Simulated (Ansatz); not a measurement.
Calculated with Ansatz (gas phase, PBE0-D4/def2-TZVP geometries, no zero-point term in ΔE). CCSD(T)/CBS is the MP2 limit (def2-TZVPP, def2-QZVPP) plus CCSD(T) − MP2 in def2-TZVPP, frozen cores. DFT in def2-TZVPP. For Ga outer-core shells are correlated without core-valence functions, which leaves a few kJ/mol of doubt a bond. Scalar relativity is left out up to krypton.

Reaction (cleavage of the B–Si bond): `B[SiH]1OP1` + `[OH][GaH2]` → `B[O][GaH2]` + `O1[SiH2]P1`

Task: Is it downhill or uphill in electronic energy at CCSD(T)/CBS, and by how much? (An estimate is asked.)

Result: Computed: Downhill: ΔE = -135.7 kJ/mol.

Task: What do these levels give: r2SCANh-D4, ωB97X-V, ωB97M-V, B2PLYP, RPA@PBE/def2-TZVPP, MP2/def2-SVP? (An estimate is asked.)

Result: Computed: r2SCANh-D4 -131.3, ωB97X-V -143.6, ωB97M-V -143.8, B2PLYP -143.3, RPA@PBE/def2-TZVPP -138.8, MP2/def2-SVP -168.1 kJ/mol.

Task: What do rigid-rotor, harmonic-oscillator terms from PBE0-D4/def2-TZVP frequencies (298.15 K, 1 bar) make of the CCSD(T)/CBS value? (Best estimate.)

Result: Computed: ΔZPE = -3.1 kJ/mol, ΔH = -138.6 kJ/mol, ΔS = 10 J/(mol·K), ΔG = -141.7 kJ/mol.

Largest T1 diagnostic among the species: 0.021, so the coupled-cluster value is less sure than usual.

Leaving LDA and LC-ωPBE aside and taking each functional with its dispersion term where it has one, the values, not all of them listed here, spread over 36.8 kJ/mol, from BHLYP-D4 to revPBE-D4. From BLYP to BHLYP (50 % exact exchange), in def2-TZVPP and without D4, ΔE moves by −20.7 kJ/mol.
